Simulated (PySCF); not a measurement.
These are TPSSh-D3(BJ)/def2-TZVP // PBE0-D3(BJ)/def2-TZVP (PySCF 2.14.0) values and carry that method's errors. Isolated molecules, 0 K electronic values unless said otherwise. 

Reference species (SMILES): `[GaH3]` (neutral, multiplicity 1).

```json
{
  "LUMO": "-2.12 eV",
  "HOMO": "-8.04 eV"
}
```

Changed species: `[SbH3]`.

Task: Give the shifts of the LUMO and HOMO.

Result: the LUMO increases by 1.62 eV, to -0.50 eV; the HOMO increases by 1.01 eV, to -7.03 eV.
